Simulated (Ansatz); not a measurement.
Breaking a bond: HBr (cation, charge +1), lowest doublet found (which spin is the ground state isn't settled by this scan).

Calculation: unrestricted PBE/aug-cc-pVDZ run with Ansatz (a first-principles code).

The batch members p0 to p7 hold the bond at 1.08, 1.19, 1.26, 1.31, 1.36, 1.43, 1.48, 1.54 Å.

Ansatz input:

Ansatz 0.2 input:
```yaml
# input.yaml
basis:
  gaussian: { orbitals: aug-cc-pvdz }
hamiltonian:
  xc: pbe
batch:
  members: [p0.yaml, p1.yaml, p2.yaml, p3.yaml, p4.yaml, p5.yaml, p6.yaml, p7.yaml]

# p4.yaml, one of the 8 members of this batch
crystal:
  periodic: [false, false, false]
  atoms:
    - { symbol: Br, position_ang: [0.0, 0.0, 0.0] }
    - { symbol: H, position_ang: [0.0, 0.0, 1.36] }
total_charge: 1
magnetization:
  spin_polarized: true
  initial_magnetization: 1
```

Lines of the output on each member:

```
Member 7: Total energy: -70039.65666256 eV, -2573.9099077645 hartree
Member 0: Total energy: -70036.30968548 eV, -2573.7869086257 hartree
Member 5: Total energy: -70039.66991776 eV, -2573.9103948842 hartree
Member 1: Total energy: -70038.28503024 eV, -2573.8595012066 hartree
Member 6: Total energy: -70039.69340525 eV, -2573.9112580337 hartree
Member 2: Total energy: -70038.99229007 eV, -2573.8854925261 hartree
Member 4: Total energy: -70039.52514605 eV, -2573.9050746222 hartree
Member 3: Total energy: -70039.31628991 eV, -2573.8973993005 hartree
```

The unrestricted determinant behind UKS-PBE is spin-contaminated at 2.43 to 5.13 Å (<S²> up to 1.4, against 0.75 for a pure doublet).
